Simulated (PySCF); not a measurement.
r2SCAN on Sc (scandium, neutral), [Ar] 3d1 4s2, 2D determinant. Calculation: PySCF 2.14, in def2-QZVPPD; no relativity, point nucleus.

```
cycle= 1 E= -760.575629665374  delta_E= -0.0101  |g|= 0.0235  |ddm|= 0.296
cycle= 2 E= -760.578388937465  delta_E= -0.00276  |g|= 0.0207  |ddm|= 0.141
cycle= 3 E= -760.579800494445  delta_E= -0.00141  |g|= 0.0163  |ddm|= 0.0747
cycle= 4 E= -760.581246562496  delta_E= -0.00145  |g|= 0.008  |ddm|= 0.184
cycle= 5 E= -760.581275678727  delta_E= -2.91e-05  |g|= 0.00557  |ddm|= 0.0526
cycle= 6 E= -760.581335353575  delta_E= -5.97e-05  |g|= 0.00324  |ddm|= 0.0316
cycle= 7 E= -760.581341742445  delta_E= -6.39e-06  |g|= 0.000729  |ddm|= 0.0065
cycle= 8 E= -760.581342506106  delta_E= -7.64e-07  |g|= 0.000268  |ddm|= 0.00352
cycle= 9 E= -760.581342616021  delta_E= -1.1e-07  |g|= 3.49e-05  |ddm|= 0.00115
cycle= 10 E= -760.581342617629  delta_E= -1.61e-09  |g|= 6.2e-06  |ddm|= 0.000277
cycle= 11 E= -760.58134261767  delta_E= -4.1e-11  |g|= 3.91e-07  |ddm|= 5.38e-05
converged SCF energy = -760.58134261767  <S^2> = 1.2529788  2S+1 = 2.4519207
```

Highest occupied orbital energy: -3.725 eV; ⟨L²⟩ = 7.80; populations by l: s 7.70, p 12.00, d 1.30, f 0.00.

Q: Can this result be used?

A: Not for this state. Self-consistency was reached. ⟨L²⟩ = 7.80 against 6 for a pure D term, so this real determinant mixes terms. ⟨S²⟩ = 1.25 against 0.75 shows spin contamination. The s, p, d and f populations moved away from the nominal configuration during the SCF.
